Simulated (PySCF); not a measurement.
chloro(disilanyl)silane (ClH7Si3), SMILES [SiH2]([SiH2][SiH3])Cl.

The structure is a stationary point at PBE-D3(BJ)/def2-SVP. Other conformers were not sampled.

Level of theory: PBE-D3(BJ)/def2-SVP run with PySCF.

Frequencies are harmonic and unscaled.

```csv
mode,ν (cm⁻¹),IR (km/mol),moving atoms (share of kinetic energy)
1,37,0.4,"Si 46 %, Cl 28 %, H 26 %"
2,74,0.6,"Si 54 %, Cl 25 %, H 21 %"
3,105,0.2,H 87 %
4,146,3.9,"Si 61 %, H 21 %, Cl 18 %"
5,319,13.5,"H 89 %, Si 9 %"
6,382,1.0,"Si 83 %, H 15 %"
7,397,4.3,"H 86 %, Si 14 %"
8,442,10.1,"Si 68 %, H 29 %"
9,480,2.4,"H 70 %, Si 26 %"
10,527,44.9,"Si 51 %, Cl 38 %, H 10 %"
11,540,7.4,"H 74 %, Si 26 %"
12,644,18.6,"H 91 %, Si 8 %"
13,657,51.2,"H 89 %, Si 11 %"
14,686,122.2,H 93 %
15,786,161.9,"H 88 %, Si 11 %"
16,832,204.6,"H 91 %, Si 9 %"
17,870,27.1,H 96 %
18,899,81.7,H 97 %
19,902,20.2,H 97 %
20,907,50.8,H 96 %
21,2138,53.3,H 98 %
22,2153,33.8,H 97 %
23,2154,79.9,H 98 %
24,2157,45.5,H 98 %
25,2168,56.0,H 96 %
26,2170,126.8,H 96 %
27,2182,81.7,H 96 %
```
